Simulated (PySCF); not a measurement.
A GIAO shielding run with PySCF 2.14.0 with density-fitted response routines (density fitting, non-relativistic, gas phase) on `CS[Si@@H]1CC[SiH2]N1`, C₃H₁₁NSSi₂:

```
{"job": {"kind": "nmr", "xc": "PBE0", "basis": "pcSseg-1"}, "charge": 0, "multiplicity": 1}
C      3.342220     0.155618     0.023315
S      2.202506    -1.157902    -0.505408
Si     0.373994    -0.311267     0.238711
C     -1.119539    -1.407329    -0.124503
C     -2.324278    -0.480080    -0.295526
Si    -1.778693     1.090292    -1.214833
N     -0.138986     1.087911    -0.633842
H      4.346545    -0.183122    -0.206856
H      3.240752     0.320632     1.091163
H      3.125472     1.068014    -0.522830
H      0.605254     0.010657     1.651702
H     -1.306535    -2.142846     0.656810
H     -0.951551    -1.965181    -1.046573
H     -3.144281    -1.001694    -0.789628
H     -2.690143    -0.197054     0.693373
H     -2.455637     2.305379    -0.757498
H     -1.820459     0.971241    -2.675133
H      0.484598     1.843048    -0.858861
```

Hardware: 1 thread of an x86-64 server CPU, shared host. The job also computes population analyses, field gradients.

(1) How large is the calculation?

(2) How long does it take?

## Answers

(1) 80 electrons, 195 basis functions and 1078 auxiliary functions.

(2) 32 s of wall time, with 13 SCF cycles and 5 response iterations. Times on a shared host scatter by some tens of per cent.
